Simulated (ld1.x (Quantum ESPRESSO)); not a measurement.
# selenium: ultrasoft pseudisation with PBE, fully relativistic reference atom.

- Element: selenium
- Generator: ld1.x (Quantum ESPRESSO) 7.5
- Type: ultrasoft
- Functional: PBE
- Relativity: fully relativistic
- Frozen core: [Ar]
- Valence charge: 16
- Reference configuration: 3d10 4s2 4p2 (charge +2)
- Partial waves: 4s (bound): rcut 1.60, rcutus 1.70 bohr; 4s channel at -1.5 Ry: rcut 1.60, rcutus 1.70 bohr; 4p (bound): rcut 1.55, rcutus 1.90 bohr; 4p channel at -1.3 Ry: rcut 1.55, rcutus 1.90 bohr; 3d (bound): rcut 0.70, rcutus 0.95 bohr; 3d channel at -3.6 Ry: rcut 0.70, rcutus 0.95 bohr
- Local potential: all-electron potential smoothed inside 1.40 bohr (lloc = -2)
- Core correction: none
- Augmentation charge: PSQ, radius 0.65 bohr

Open shells are filled in proportion to 2j + 1 (rel_dist='average').

All-electron outer shells of the reference configuration (PBE, scalar-relativistic, ld1.x):

```tsv
shell	level (eV)	outermost node (bohr)	outermost maximum (bohr)
3p	-175.72	0.21	0.50
3d	-75.82	–	0.45
4s	-37.63	0.70	1.47
4p	-25.46	0.73	1.69
```

Problem. Is a potential produced?

Solution. No. ld1.x (Quantum ESPRESSO) 7.5 stopped with "chargeps: negative rho": the spherical valence density built from the smooth waves and the augmentation charge turned negative at some radius.
